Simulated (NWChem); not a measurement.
Species: thionyl fluoride (SOF$_{2}$); SMILES O=S(F)F

```xyz
4

O      0.0060    -1.3711    -0.3899
S      0.0008    -0.1728     0.4034
F      1.1656     0.7801    -0.1864
F     -1.1723     0.7699    -0.1864
```
Atoms are numbered in this order, from 1.

Coordinates come from a PBE0/def2-SVP optimisation.

 Unshifted, non-relativistic core excitations; the lowest 4 roots alone, so stronger bands may lie above.

List the first O K-edge excitations from BHandHLYP/6-311G** (spherical d), restricted-window TDA (NWChem).


```csv
state,energy (eV),dipole oscillator strength,leading excitation (squared amplitude)
S1,530.6,0.0333,1s of atom 1 or its equivalents → LUMO (0.97)
S2,532.8,0.0228,1s of atom 1 or its equivalents → LUMO+1 (0.96)
S3,533.4,0.0388,1s of atom 1 or its equivalents → LUMO+2 (0.79)
S4,538.7,0.0011,1s of atom 1 or its equivalents → LUMO+3 (0.91)
```
